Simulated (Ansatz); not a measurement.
A nudged elastic band was laid between two geometries of FGeH3O (6 atoms, charge 0, multiplicity 1).

Method: Ansatz, RKS LDA/def2-SVP.

| Quantity | Value |
| --- | --- |
| movable images | 7 |
| climbing image | yes |
| spring | 5.0 eV/Å² |
| optimiser | quadratic models (default) |
| start path | through a guess of the saddle point |
| force threshold | 0.03 eV/Å |
| iteration limit | 60 |
| end points | relaxed |

First end point:

```xyz
6
Properties=species:S:1:pos:R:3
Ge 0.230 -0.052 0.041
F 0.155 0.055 1.771
H 1.693 0.126 -0.387
O -0.614 1.338 -0.621
H -1.574 1.311 -0.449
H -0.469 -1.384 -0.308
```

Last end point:

```xyz
6
Properties=species:S:1:pos:R:3
Ge 0.163 -0.162 -0.770
F 1.022 0.036 1.403
H 1.774 0.216 0.849
O -0.832 1.318 -0.767
H -1.732 1.170 -0.419
H -0.975 -1.185 -0.250
```

(1) Which bonds break or form, and what moves?

(2) Give the energies along the band, and the barrier.

(3) What is the geometry of the highest image?

(4) What are the harmonic wavenumbers there?

The band took 11 iterations and of the order of 80 core-seconds.

Answers

(1) Bonds broken: Ge1–F2, Ge1–H3. Bonds formed: F2–H3. FGeH3O becomes FH + GeH2O.

(2) The run converged. The highest image is number 5 of 0 to 8, 2.14 eV above the first end and 0.51 eV above the last; the last end lies 1.62 eV above the first. A vibrational analysis at the climbing image gives one clearly imaginary mode, 1036i cm⁻¹: a first-order saddle point. The orbitals stay closed-shell, which can raise the energy where a bond breaks towards radicals; this wasn't checked here.

```
image  path coordinate (Å)  energy (eV)  Ge1–F2 (Å)  Ge1–H3 (Å)  F2–H3 (Å)
    0                 0.00         0.00        1.74        1.53       2.65
    1                 0.28         0.05        1.73        1.53       2.50
    2                 0.56         0.34        1.74        1.53       2.22
    3                 0.84         0.97        1.77        1.52       1.91
    4                 1.11         1.76        1.87        1.55       1.60
    5                 1.39         2.14        2.00        1.62       1.31
    6                 1.65         1.87        2.14        1.79       1.06
    7                 1.90         1.65        2.31        2.05       0.97
    8                 2.15         1.62        2.35        2.31       0.95
```

(3) 
```xyz
6
Properties=species:S:1:pos:R:3
Ge 0.231 -0.064 -0.393
F 0.846 0.037 1.506
H 1.609 0.116 0.447
O -0.764 1.373 -0.623
H -1.721 1.199 -0.533
H -0.778 -1.268 -0.357
```

(4) 1036i, 176, 364, 477, 571, 655, 718, 745, 882, 1871, 1974, 3734 cm⁻¹.

Time of the run: 76 s on 1 thread of Arm Neoverse V2, on a shared host, peak memory 0.13 GiB.
